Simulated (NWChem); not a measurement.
# ZnH₂S₂; SMILES [Zn]([SH])[SH]

```xyz
5

Zn     0.0000     0.0000    -0.0238
S     -0.0307    -2.1755    -0.0343
H      0.9381    -2.2567     0.9064
S      0.0307     2.1755    -0.0343
H     -0.9381     2.2567     0.9064
```
Atoms are numbered in this order, from 1.

Results from NWChem. Medium grid unless said otherwise, to which SCAN and Minnesota functionals are sensitive. Geometry: optimised at PBE0/def2-SVP. Hybrids' shares of exact exchange are those that their runs print; pure functionals count as 0. The functionals differ in more than this share.

```
row              share of exact exchange  orbital gap (eV)
---------------  -----------------------  ----------------
PBE/def2-SVP                        0.00              4.36
revPBE/def2-SVP                     0.00              4.40
B3LYP/def2-SVP                      0.20              5.82
PBE0/def2-SVP                       0.25          withheld
M05-2X/def2-SVP                     0.56              8.48
```

### Question
Fit a straight line of the last column on the one before it, predict the withheld value, and compare with the run.

### Answer

1. Means of the 4 shown rows: x = 0.190, y = 5.765. Slope Σ(x − x̄)(y − ȳ)/Σ(x − x̄)² = 1.531/0.2092 = 7.320; intercept 4.374.
2. The shown rows scatter about the line by 0.018 (root mean square); the largest residual is +0.03, at revPBE/def2-SVP.
3. At x = 0.25 (PBE0/def2-SVP; inside the shown range) the line gives 6.20.
4. The run gives 6.40, +0.20 from the line.
